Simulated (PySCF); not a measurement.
**Correlation energy of S (sulfur, neutral)**

[Ne] 3s1 3p4 3d1, one real determinant (an excited configuration). All numbers are calculated (PySCF 2.14, no relativity, point nucleus, in aug-cc-pV(T+d)Z with one added diffuse shell each of s, p, d, f type (7s6p5d3f, 71 functions)). Frozen: [Ne]; 6 electrons correlated.

```csv
level,correlation energy (mhartree)
CCSD,-137.95
(T),-11.62
CCSD(T),-149.57
```

Diagnostics: T1 = 0.022, D1 = 0.0503, largest double amplitude 0.183.

The real determinant used has ⟨L²⟩ near 8 against 12 for a pure F term, so it mixes terms. The outer electron is Rydberg-like, and this basis confines it to a smaller radius and binds it less than a complete one would. A double-excitation amplitude exceeds 0.15, a sign of near-degeneracy.

Cost of the coupled-cluster step: about 19 core-seconds, for 6 correlated electrons.

Iterations:

```
CC2 = 0
CCSD nocc = (np.int64(5), np.int64(1)), nmo = (66, 66)
frozen orbitals [[0, 1, 2, 3, 4], [0, 1, 2, 3, 4]]
max_cycle = 100
direct = 0
conv_tol = 1e-08
conv_tol_normt = 1e-06
diis_space = 8
diis_start_cycle = 0
Init t2, MP2 energy = -0.100336405771095
Init E_corr(UCCSD) = -0.100336405772385
cycle = 1  E_corr(UCCSD) = -0.120227547902297  dE = -0.0198911421  norm(t1,t2) = 0.0940346
cycle = 2  E_corr(UCCSD) = -0.127700138842264  dE = -0.00747259094  norm(t1,t2) = 0.0663094
cycle = 3  E_corr(UCCSD) = -0.136890062808423  dE = -0.00918992397  norm(t1,t2) = 0.0571722
cycle = 4  E_corr(UCCSD) = -0.13681625028297  dE = 7.38125255e-05  norm(t1,t2) = 0.0547891
cycle = 5  E_corr(UCCSD) = -0.134599550301114  dE = 0.00221669998  norm(t1,t2) = 0.0472941
cycle = 6  E_corr(UCCSD) = -0.136451522423905  dE = -0.00185197212  norm(t1,t2) = 0.0261993
cycle = 7  E_corr(UCCSD) = -0.137077606045248  dE = -0.000626083621  norm(t1,t2) = 0.0158277
cycle = 8  E_corr(UCCSD) = -0.137892867271845  dE = -0.000815261227  norm(t1,t2) = 0.00734722
cycle = 9  E_corr(UCCSD) = -0.137874281846908  dE = 1.85854249e-05  norm(t1,t2) = 0.00422361
cycle = 10  E_corr(UCCSD) = -0.137932601952057  dE = -5.83201051e-05  norm(t1,t2) = 0.00131907
cycle = 11  E_corr(UCCSD) = -0.137943785284653  dE = -1.11833326e-05  norm(t1,t2) = 0.000551503
cycle = 12  E_corr(UCCSD) = -0.137953377971343  dE = -9.59268669e-06  norm(t1,t2) = 0.000276364
cycle = 13  E_corr(UCCSD) = -0.137951783685496  dE = 1.59428585e-06  norm(t1,t2) = 0.000160172
cycle = 14  E_corr(UCCSD) = -0.137952508565001  dE = -7.24879504e-07  norm(t1,t2) = 6.95202e-05
cycle = 15  E_corr(UCCSD) = -0.137952729815392  dE = -2.21250391e-07  norm(t1,t2) = 2.59626e-05
cycle = 16  E_corr(UCCSD) = -0.137953094042937  dE = -3.64227545e-07  norm(t1,t2) = 1.12305e-05
cycle = 17  E_corr(UCCSD) = -0.137953375476653  dE = -2.81433716e-07  norm(t1,t2) = 6.01581e-06
cycle = 18  E_corr(UCCSD) = -0.137953449630621  dE = -7.41539684e-08  norm(t1,t2) = 2.74434e-06
cycle = 19  E_corr(UCCSD) = -0.137953421511813  dE = 2.81188085e-08  norm(t1,t2) = 1.4353e-06
cycle = 20  E_corr(UCCSD) = -0.137953399861474  dE = 2.16503387e-08  norm(t1,t2) = 4.42325e-07
cycle = 21  E_corr(UCCSD) = -0.137953386753732  dE = 1.31077417e-08  norm(t1,t2) = 1.7149e-07
cycle = 22  E_corr(UCCSD) = -0.137953382766903  dE = 3.98682976e-09  norm(t1,t2) = 9.40884e-08
UCCSD converged
E(UCCSD) = -396.9954907418  E_corr = -0.1379533827669026
UCCSD(T) correction = -0.0116247546251404
```

The reference is one real determinant that mixes LS terms of this configuration.
